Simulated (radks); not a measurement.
Zr III, 38 electrons, occupied as [Kr] 4d2 (the NIST ground configuration). All-electron calculation, scalar-relativistic Kohn-Sham, PBE, spin-polarised, spherical densities, point nucleus; open shells are filled with parallel spins first (spin-orbit coupling, left out, can overturn this in heavy ions). Program: a radial shooting solver on a logarithmic mesh with Libxc functionals.

Radial electron density D(r) = 4 pi r^2 rho(r):

r (bohr)  D(r) (e/bohr)  spin D(r)
0.00329           5.680  -0.000128
0.004318          8.801  -0.000198
0.005667          13.29  -0.000298
0.007439          19.41  -0.000435
0.009764          27.13  -0.000608
0.01292           36.08  -0.000816
0.01696           44.20   -0.00103
0.02226           49.45   -0.00127
0.02922           49.88   -0.00160
0.03835           46.00   -0.00219
0.05074           42.34   -0.00301
0.0666            45.39   -0.00244
0.08742           55.22    0.00496
0.1147            61.64     0.0300
0.1506            54.37     0.0828
0.1993            40.21      0.157
0.2616            38.25      0.205
0.3433            45.29      0.175
0.4507            40.44     0.0667
0.5915            22.95   -0.00749
0.7765            11.17      0.133
1.027             9.399      0.581
1.348             8.077       1.04
1.77              4.408       1.10
2.323             1.576      0.738
3.05             0.4286      0.323
4.035           0.08719     0.0822
5.296           0.01107     0.0110
6.952         0.0005764   0.000576

D(r) has 3 maxima, at r = 0.0261, 0.116, 0.366 bohr, and minima at 0.0528, 0.236 bohr, inside which lie 2.04, 11.09 electrons.
